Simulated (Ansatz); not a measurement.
Basis sets compared for diphenyl sulfone (C12H10O2S). Total charge 0; singlet. Geometry r2SCAN-D4/def2-SVP. Ansatz on 4 threads of Arm Neoverse V1 on a shared host; times are rough, and most runs start from earlier orbitals.

Cartesian coordinates in Å:
```
O 1.9416 -1.8578 -0.7365
S 0.9367 -1.4692 0.2635
O 0.6851 -2.2621 1.4754
C 1.3309 0.2033 0.7933
C 0.9162 0.6292 2.0578
C 1.2330 1.9270 2.4665
C 1.9595 2.7713 1.6198
C 2.3824 2.3223 0.3638
C 2.0730 1.0269 -0.0573
C -0.6330 -1.2980 -0.5970
C -0.6291 -1.0793 -1.9769
C -1.8521 -0.9556 -2.6406
C -3.0511 -1.0591 -1.9269
C -3.0366 -1.2964 -0.5479
C -1.8209 -1.4226 0.1282
H 0.3721 -0.0606 2.7083
H 0.9194 2.2777 3.4538
H 2.2069 3.7857 1.9458
H 2.9641 2.9811 -0.2871
H 2.4128 0.6416 -1.0223
H 0.3224 -1.0280 -2.5129
H -1.8696 -0.7868 -3.7210
H -4.0059 -0.9641 -2.4519
H -3.9770 -1.3930 0.0021
H -1.7806 -1.6336 1.2001
```

Binding counts from free atoms (O triplet, S triplet, C triplet, H doublet) in the same basis, without a counterpoise term.

```json
{"level": "PBE-D4/def2-SVP", "functions": "264", "energy (Eh)": "-1010.4261", "HOMO (eV)": "-6.38", "LUMO (eV)": "-2.30", "binding per atom (eV)": "5.22", "wall time": "6.5 s"}
{"level": "PBE0-D4/def2-SVP", "functions": "264", "energy (Eh)": "-1010.4880", "HOMO (eV)": "-7.59", "LUMO (eV)": "-1.54", "binding per atom (eV)": "5.08", "wall time": "13 s"}
```

**Question.** Estimate the rows for PBE-D4/def2-TZVP, PBE0-D4/def2-TZVP (with forces).

**Answer.** 
```json
{"level": "PBE-D4/def2-TZVP", "functions": "531", "energy (Eh)": "-1011.2807", "HOMO (eV)": "-6.53", "LUMO (eV)": "-2.47", "binding per atom (eV)": "5.20", "wall time": "16 s"}
{"level": "PBE0-D4/def2-TZVP (with forces)", "functions": "531", "energy (Eh)": "-1011.3371", "HOMO (eV)": "-7.59", "LUMO (eV)": "-1.67", "binding per atom (eV)": "5.06", "wall time": "73 s"}
```
